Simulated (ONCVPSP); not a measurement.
**nitrogen: one change to an ONCV potential, before and after**

ONCVPSP 4.0.1 input, shortened (lines: element, Z, core and valence counts, functional; n l f; lmax; l rc ep ncon nbas qcut; lloc lpopt rc5 dvloc0; l nproj debl; icmod fcfact rcfact), PBE, scalar-relativistic:

```
  N 7.00    1    2        4      upf
    1    0    2.00
    2    0    1.50
    2    1    3.50
    2
    0    0.85    0.00    4    9    6.20
    1    1.90    0.00    4    7    7.00
    2    1.65    0.32    4    8    6.80
    4    5    0.60    0.00
    0    2    3.50
    1    2    1.00
    2    2    1.20
    0    0.00    0.00
```

Change: all radii scaled by about 1.13 (s 0.96, p 2.14, d 1.86 bohr); local potential polynomial inside 0.68 bohr (lpopt 5, dvloc0 0 Ha).

Cutoffs: the cutoffs (Ha) at which the residual kinetic energy of the hardest occupied pseudo-wave falls to 1 and 0.1 mHa per electron; they do not see the model core or the augmentation charge, which bear on the density cutoff. Errors are all-electron minus pseudo energies relative to the spin-unpolarised reference configuration.

**Question.** How do hardness, ghosts and transferability respond?

**Answer.** The potential gets softer (88 Ha and 297 Ha → 69 Ha and 238 Ha); of the 3 tests that both files solve, the error grows in 2 and shrinks in 1 by more than 15 % and 0.3 meV (median size 87.3 → 128.7 meV); neither file shows a bound ghost. A larger radius leaves more room for a smooth pseudo-wave, so fewer plane waves are needed.

```json
{"quantity": "cutoff, loose", "base": "88 Ha", "changed": "69 Ha"}
{"quantity": "cutoff, tight", "base": "297 Ha", "changed": "238 Ha"}
{"quantity": "loose cutoff by channel", "base": "s 88 Ha, p 18 Ha", "changed": "s 69 Ha, p 16 Ha"}
{"quantity": "bound ghosts", "base": "none", "changed": "none"}
{"quantity": "GHOST(+) flags under 300 eV", "base": "none", "changed": "none"}
{"quantity": "tests with a reliable result", "base": "3 of 4", "changed": "3 of 4"}
{"quantity": "error for 2s2 2p3, meV [ΔE -5.75 eV]", "base": "+0.4", "changed": "+0.1"}
{"quantity": "error for 2s2 2p2, meV [ΔE 7.84 eV]", "base": "+87", "changed": "+129"}
{"quantity": "error for 2s2 2p1, meV [ΔE 36.69 eV]", "base": "+495", "changed": "+707"}
```
